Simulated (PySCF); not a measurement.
C7H8P (charge -1).
Geometry (GFN2-xTB, Å), atoms numbered from 1 in this order:
```xyz
16
C7H8P angstrom
C      2.820   -0.652    0.118
C      1.688    0.044   -0.020
C      0.354   -0.471    0.054
P     -0.059   -2.180    0.283
C     -1.744   -1.772    0.229
C     -1.969   -0.418    0.049
C     -0.798    0.325   -0.053
C     -0.789    1.815   -0.246
H      2.791   -1.712    0.310
H      3.796   -0.193    0.044
H      1.765    1.114   -0.210
H     -2.527   -2.513    0.328
H     -2.962    0.017   -0.009
H     -0.285    2.095   -1.176
H     -0.276    2.320    0.577
H     -1.812    2.191   -0.290
```

A PySCF run (density fitting, gas phase, GFN2-xTB geometry) gave HOMO -0.29 eV, LUMO 3.74 eV and E = -612.875 Eh.

**Question.** Which of these levels was it?
A. PBE0/pcSseg-1
B. B3LYP/pcseg-1
C. PBE0/MINI

**Answer.** B. It is B3LYP/pcseg-1. All candidates on this geometry:

```
                           level and settings           kind  basis functions  SCF cycles     E (Eh)  HOMO (eV)  LUMO (eV)
B3LYP/pcseg-1, fitting basis def2-qzvpp-jkfit  global hybrid              156          11  -612.8751      -0.29       3.74
                                PBE0/pcSseg-1  global hybrid              183          14  -612.4109      -0.49       3.92
         PBE0/MINI, energy threshold 1e-11 Eh  global hybrid               52          12  -608.5573      -1.69       2.97
```

The nearest other candidate, by the summed differences of HOMO and LUMO, is PBE0/pcSseg-1: its HOMO differs by -0.20 eV and its LUMO by +0.18 eV. Cycle counts include a coarse-grid stage where the run had one.
